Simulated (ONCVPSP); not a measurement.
**Pseudopotential generation for iron (Fe): ONCV, PBE, scalar-relativistic.**

- Element: iron
- Generator: ONCVPSP 4.0.1
- Type: optimised norm-conserving Vanderbilt (ONCV)
- Functional: PBE
- Relativity: scalar-relativistic
- Frozen core: [Ne] 3s2
- Valence charge: 14
- Reference configuration: 3p6 3d6 4s2
- Partial waves: 4s: rc 2.25 bohr, ncon 3, nbas 7, qcut 2.9 1/bohr, 3 projectors, debl 3.9 Ha; 3p: rc 1.00 bohr, ncon 4, nbas 7, qcut 14.1 1/bohr, 3 projectors, debl 1.1 Ha; 3d: rc 1.15 bohr, ncon 4, nbas 8, qcut 16.5 1/bohr, 2 projectors, debl 3.8 Ha
- Local potential: polynomial inside 0.65 bohr (lpopt 1, dvloc0 0 Ha)
- Core correction: Teter function, fcfact 1.75, rcfact 1.7

In the p channel the program set the typed energies aside and used -2.207, 0.250, 1.350 Ha.

- Cutoffs needed: 86 Ha and 99 Ha (the cutoffs (Ha) at which the residual kinetic energy of the hardest occupied pseudo-wave falls to 1 and 0.1 mHa per electron)
- Ghost test: ghosts flagged at negative energy: s at -17.2 eV; GHOST(+) flagged for s at 320.9 eV; a true bound ghost makes a file unfit for plane-wave use
- Largest excitation error: -91 meV (all-electron minus pseudo) for 3p6 3d7 4s0, out of 4 test configurations
- rms error of d²Exc/dni dnj: 4.05 mHa without and 2.25 mHa with the model core
